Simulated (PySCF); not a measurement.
Species: 1,3,5-trifluorobenzene, C₆H₃F₃.
Bonds: F1–C2, C2–C3 (aromatic), C3–C4 (aromatic), C4–F5, C4–C6 (aromatic), C6–C7 (aromatic), C7–F8, C7–C9 (aromatic), C2–C9 (aromatic). Hydrogens: H10 on C3; H11 on C6; H12 on C9.

Computed with PySCF at wB97X-D/pcSseg-2, non-relativistic, on one gas-phase PBE0-D3(BJ)/def2-TZVP geometry that isn't relaxed in the solvent. The solvent is an IEF-PCM continuum (cavity from Bondi-type radii × 1.2). Only the electrostatic response of the medium enters.

Gas phase at wB97X-D/pcSseg-2: HOMO -9.49 eV, LUMO 1.14 eV, dipole 0.00 D.

Question: What does the continuum do to the energy, the frontier levels and the dipole at wB97X-D/pcSseg-2 in chloroform?

Answer: 
```tsv
solvent	ε	E(solvent) − E(gas) (kcal/mol)	polarisation term (kcal/mol)	distortion of the solute (kcal/mol)	HOMO (eV)	LUMO (eV)	dipole (D)
chloroform	4.711	-2.19	-2.34	0.15	-9.35	1.29	0.00
```

The polarisation term is half the interaction of the solute with the surface charges that it induces; the rest is the cost of distorting the solute's density. The sum is the electrostatic part of solvation alone. Charge and dipole vanish, so a point-dipole model would give no lowering at all.

Note: wB97X-D ran without an empirical dispersion term, which enters the total energy and its gradient alone.
